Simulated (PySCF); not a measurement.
**UHF on Al²⁺ (aluminium, charge +2)**

Configuration: [Ne] 3s1, 2S determinant. All numbers are calculated (PySCF 2.14, the spin-free X2C one-electron Hamiltonian (Gaussian nucleus), in x2c-TZVPPall with one added diffuse shell each of s, p, d type (6s6p4d1f, 51 functions)).

| Quantity | Value |
| --- | --- |
| Total energy | -241.459494 hartree |
| One-electron energy | -327.9589 hartree |
| Hartree (Coulomb) energy | 104.2432 hartree |
| Exchange energy | -17.7437 hartree |
| ⟨S²⟩ | 0.7500 |
| ⟨L²⟩ | 0.000 |
| Sum of ⟨r⟩ | 7.311 bohr |
| Sum of ⟨r²⟩ | 9.381 bohr² |
| Langevin diamagnetic susceptibility | -7.43 ×10⁻⁶ cm³/mol |

```tsv
shell	electrons	mean orbital energy (eV)	rms radius, mean of both spins (bohr)
1s α	1	-1616.2	0.139
1s β	1	-1615.9	0.139
2s α	1	-154.78	0.675
2s β	1	-154.06	0.675
2p α	3	-108.09	0.672
2p β	3	-107.81	0.672
3s α	1	-28.090	2.39
```

Densities and radii are taken from the X2C orbitals without a picture-change correction, which distorts them close to the nucleus.
